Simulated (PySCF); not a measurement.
# What a mistake does to a calculation on AlB2H4O

These are calculations, not measurements. The program is PySCF 2.14.0, an open-source quantum chemistry code, run on an isolated molecule that a program drew, which may never have been made. The molecule is AlB2H4O (charge 0, doublet), drawn as the SMILES string `B[B][AlH][OH]`.

Each row is a Hartree-Fock (HF) and frozen-core CCSD(T) single point in the cc-pV(D+d)Z basis, meant for a local HF minimum. Run 1 is clean. Each other run has one planted mistake out of seven kinds, and not every kind appears here: one electron removed, one electron added, multiplicity raised by two, geometry at a saddle point, minimal basis STO-3G, one bond length entered in bohr, all coordinates scaled. The reference is restricted for singlets and unrestricted otherwise, and also for a bond in bohr. Adding or removing an electron swaps singlet and doublet. Electrons count all cores. HOMO and LUMO are orbital energies over both spins, the gradient is its largest component, and the lowest frequency (negative if imaginary) is given only where the gradient is small. Bond lengths are over the 7 bonds as drawn. T1 is the CCSD diagnostic: over 0.02 (restricted) or 0.045 (unrestricted) a single reference is doubtful.

Geometry of the clean run:
```xyz
8
AlB2H4O, angstrom
B    -0.8140    1.7372   -1.1176
B     0.1721    1.1446    0.0305
Al    1.4246    0.3941    1.5462
O     2.7351   -0.5505    1.0472
H    -1.7634    2.4148   -0.8196
H    -0.6170    1.5125   -2.2828
H     1.1790    0.6811    3.0800
H     3.3982   -0.9683    1.5705
```

| run | electrons | basis functions | <S^2> | HOMO (eV) | LUMO (eV) | gradient (hartree/bohr) | lowest frequency (cm^-1) | mean bond (Å) | longest bond (Å) | T1 | HF (hartree) | CCSD(T) (hartree) | mistake |
|---|---|---|---|---|---|---|---|---|---|---|---|---|---|
| 1 | 35 | 85 | 0.757 | -8.65 | 0.62 | 3.3e-05 | 115 | 1.4785 | 2.105 | 0.0181 | -368.45529 | -368.89848 | no fault |
| 2 | 36 | 85 | 0.000 | -1.02 | 6.41 | 3.2e-02 | - | 1.4785 | 2.105 | 0.0195 | -368.45672 | -368.94262 | one electron added |
| 3 | 34 | 85 | 0.000 | -16.63 | -6.81 | 3.8e-02 | - | 1.4785 | 2.105 | 0.0178 | -368.17306 | -368.59886 | ? |
| 4 | 35 | 85 | 0.757 | -8.63 | 0.62 | 8.0e-03 | - | 1.4933 | 2.126 | 0.0184 | -368.45461 | -368.89885 | ? |

**Which mistake was planted in run 3, and what did it cost?**

It counts 34 electrons, one fewer than the clean run, at the same geometry and basis. So the mistake is: one electron removed. Subtracting run 1 and multiplying by 627.51 kcal/mol a hartree, the energy moved by 177.1 kcal/mol in HF and 188.0 kcal/mol in CCSD(T).

**Which mistake was planted in run 4, and what did it cost?**

The mean and the longest bond both change by the same factor, 1.010, and the gradient is no longer small. So the mistake is: all coordinates scaled. Subtracting run 1 and multiplying by 627.51 kcal/mol a hartree, the energy moved by 0.4 kcal/mol in HF and -0.2 kcal/mol in CCSD(T).

